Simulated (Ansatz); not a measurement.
Geometry optimisation, RKS B3LYP-D4/6-31G* (Ansatz 0.2.0).

Input file:

```yaml
crystal:
  periodic: [false, false, false]
  atoms:
    - { symbol: C, position_ang: [-0.0767, 0.6645, -0.0478] }
    - { symbol: B, position_ang: [0.1281, -0.8539, 0.0635] }
    - { symbol: F, position_ang: [-1.00034, -1.71362, -0.00132] }
    - { symbol: F, position_ang: [1.40872, -1.41099, 0.3159] }
    - { symbol: H, position_ang: [0.2382, 1.2164, 0.8373] }
    - { symbol: H, position_ang: [0.4181, 1.1203, -0.9437] }
    - { symbol: H, position_ang: [-1.1851, 0.8986, -0.1775] }
basis:
  gaussian: { orbitals: "6-31G*" }
hamiltonian:
  xc: b3lyp
  dispersion: d4
relax:
  f_tol: 0.015
  max_steps: 40
```

Launched with:

```bash
$ ansatz run input.yaml --threads 1 --pin off --max-ram 2048MiB --backend cpu --events-out ev --progress --plain --runs-dir out
```

Task: Where does it end, and by what steps?

Result: The run converged. After 7 steps the energy has fallen by 0.439 eV; F3 moved furthest, 0.13 Å.

| step | energy less start (eV) | largest force component (eV/Å) | accepted |
| --- | --- | --- | --- |
| 0 | 0.0000 | 3.207 | yes |
| 1 | -0.2228 | 2.297 | yes |
| 2 | -0.2442 | 2.336 | yes |
| 3 | -0.4236 | 0.367 | yes |
| 4 | -0.4364 | 0.338 | yes |
| 5 | -0.4385 | 0.059 | yes |
| 6 | -0.4386 | 0.030 | yes |
| 7 | -0.4387 | 0.014 | yes |

```xyz
7
Properties=species:S:1:pos:R:3
C -0.123 0.679 -0.052
B 0.101 -0.863 0.085
F -0.884 -1.745 -0.039
F 1.308 -1.366 0.325
H 0.298 1.211 0.810
H 0.410 1.059 -0.933
H -1.179 0.946 -0.149
```

Whether the end is a true minimum wasn't checked by a vibrational analysis.

The run took 29 s on 1 CPU thread of a shared host.
